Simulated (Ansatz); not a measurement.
`CN(C)BS` + H–F → `FBS` + dimethylamine at 400 K and 1 bar (ligand exchange at a B–N bond).

Isolated molecules relaxed with PBE0-D4/def2-TZVP in Ansatz; ΔE leaves out vibrations. CCSD(T)/CBS adds triple-zeta CCSD(T) − MP2 to the extrapolated MP2 energy (def2 sets, frozen cores). This one scheme is used for every species. One conformer a species, not always the lowest.

```tsv
species	CCSD(T)/CBS energy (Eh)	H − E (kJ/mol)	S (J/(mol·K))
`CN(C)BS`	-558.24903	312.1	382.5
H–F	-100.39570	36.5	182.2
`FBS`	-523.64132	84.4	285.7
`CNC`	-135.00321	264.6	293.2
```

H − E and S are ideal-gas, rigid-rotor, harmonic terms from PBE0-D4/def2-TZVP, for one conformer and one mirror image of each species. 1 Eh = 2625.50 kJ/mol, R = 8.31446 J/(mol·K).

Question: By hand: ΔE, ΔH, ΔS and ΔG.

Answer: ΔE = (-523.64132) + (-135.00321) − (-558.24903) − (-100.39570) = 0.00020 Eh = 0.5 kJ/mol. Δ(H − E) = 84.4 + 264.6 − 312.1 − 36.5 = 0.4, so ΔH = 0.9 kJ/mol. ΔS = 285.7 + 293.2 − 382.5 − 182.2 = 14.2 J/(mol·K). ΔG = 0.9 − 400 × (14.2)/1000 = -4.8 kJ/mol.

Question: By hand: the equilibrium constant, and the temperature at which ΔG would vanish if ΔH and ΔS stayed fixed.

Answer: log₁₀ K = −ΔG/(RT ln 10) = 0.6. ΔG = 0 at ΔH/ΔS = 63 K, though so small a ΔH makes that figure unsure.

TΔS isn't small against ΔH here. The sign of ΔG lies within the doubt. A doubt of 5 kJ/mol in ΔE shifts log₁₀ K by 0.7 here. Other conformers and mirror images would add mixing entropy, several J/(mol·K) or more a flexible species. Modes under 60 cm⁻¹, often nearly free rotors, make the harmonic entropy too high. These are equilibria of isolated gas molecules and say nothing of rates. Largest T1 diagnostic: 0.014 (customary marks: 0.02 for closed shells, 0.045 for open ones).
